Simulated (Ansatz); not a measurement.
Species: sum formula H8Si3NO, charge 0, multiplicity 2. It need not be the lowest isomer of its formula. SMILES: [SiH2]O[SiH2]N[SiH3]
Geometry from a B3LYP-D3(BJ)/def2-TZVP (Ansatz, a first-principles code) optimisation:
```xyz
13

Si    -0.0858     0.2340    -1.3240
N     -1.1441     0.9180    -0.1547
Si    -2.0560     0.0812     1.0587
O      1.3996    -0.1286    -0.7157
Si     2.1678    -0.7693     0.5865
H     -0.6844    -1.0216    -1.8185
H      0.1257     1.2199    -2.4012
H     -1.1381     1.9274    -0.0962
H     -3.5156     0.2950     0.9072
H     -1.7495    -1.3576     0.8973
H     -1.6754     0.5195     2.4229
H      1.5029    -0.3129     1.8418
H      3.5819    -0.3081     0.5587
```
Charge 0, spin multiplicity 2.

Property: atomisation energy (electronic, to ground-state atoms), in kcal/mol. Cores are frozen in the correlated levels unless marked. UHF or UKS for open shells. Spin-orbit coupling is left out. Non-relativistic unless marked X2C. The coupled-cluster limit lacks core correlation, which all-electron functionals hold. CBS marks a two-point X^-3 extrapolation of the correlation energy; Hartree-Fock from the larger set.

```json
[
 {"level": "HF/6-31G", "program": "Ansatz", "atomisation energy (kcal/mol)": "602.1", "minus last row": "-424.8"},
 {"level": "PBE0-D3(BJ)/def2-TZVPD", "program": "Ansatz + dftd3", "atomisation energy (kcal/mol)": "1007.2", "minus last row": "-19.7"},
 {"level": "r2SCANh/def2-TZVPD", "program": "Ansatz", "atomisation energy (kcal/mol)": "1013.2", "minus last row": "-13.7"},
 {"level": "HSE06-D3(BJ)/def2-TZVPD", "program": "Ansatz + dftd3", "atomisation energy (kcal/mol)": "1007.0", "minus last row": "-19.9"},
 {"level": "B2PLYP/def2-TZVPD", "program": "Ansatz", "atomisation energy (kcal/mol)": "1005.9", "minus last row": "-21.0"},
 {"level": "X2C-CCSD(T)/cc-pVTZ-DK", "program": "Ansatz", "atomisation energy (kcal/mol)": "981.9", "minus last row": "-45.0"},
 {"level": "CCSD(T)/CBS(cc-pV(T+d)Z,cc-pV(Q+d)Z)", "program": "Ansatz", "atomisation energy (kcal/mol)": "1026.9", "minus last row": "0.0"}
]
```
